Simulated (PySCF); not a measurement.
(1Z,3Z)-1,4-dichlorobuta-1,3-diene (C₄H₄Cl₂), SMILES C(/Cl)=C/C=C\Cl.

Geometry: B3LYP-D3(BJ)/def2-SVP. One conformer was computed; it need not be the lowest.

Computed with TDDFT-PBE/def2-SVPD (PySCF 2.14.0).

Vertical excitations. Isolated molecule, no solvent. State labels are in the subgroup C2h.

| state | symmetry | energy (eV) | λ (nm) | f | main pairs |
|---|---|---|---|---|---|
| S1 | Bu | 4.65 | 267 | 0.516 | HOMO→LUMO 95 % |
| S2 | Bg | 5.27 | 235 | 0.000 | HOMO−2→LUMO 100 % |
| S3 | Au | 5.33 | 233 | 0.000 | HOMO−3→LUMO 100 % |
| S4 | Ag | 5.41 | 229 | 0.000 | HOMO−1→LUMO 85 %, HOMO→LUMO+4 14 % |
| S5 | Au | 5.54 | 224 | 0.001 | HOMO→LUMO+1 99 % |
| S6 | Bg | 5.72 | 217 | 0.000 | HOMO→LUMO+2 99 % |
| S7 | Au | 6.17 | 201 | 0.007 | HOMO→LUMO+3 100 % |
| S8 | Bg | 6.22 | 199 | 0.000 | HOMO→LUMO+5 100 % |
| S9 | Au | 6.70 | 185 | 0.011 | HOMO→LUMO+6 100 % |
| S10 | Ag | 6.84 | 181 | 0.000 | HOMO→LUMO+4 63 %, HOMO−6→LUMO 25 % |
| T1 | Bu | 2.80 | 443 | 0 | HOMO→LUMO 98 % |
| T2 | Ag | 4.65 | 267 | 0 | HOMO−1→LUMO 90 % |
| T3 | Bg | 5.18 | 239 | 0 | HOMO−2→LUMO 100 % |
| T4 | Au | 5.21 | 238 | 0 | HOMO−3→LUMO 96 % |
Triplets are in the Tamm–Dancoff approximation, which puts them higher than full response would, so one can lie above its singlet here.
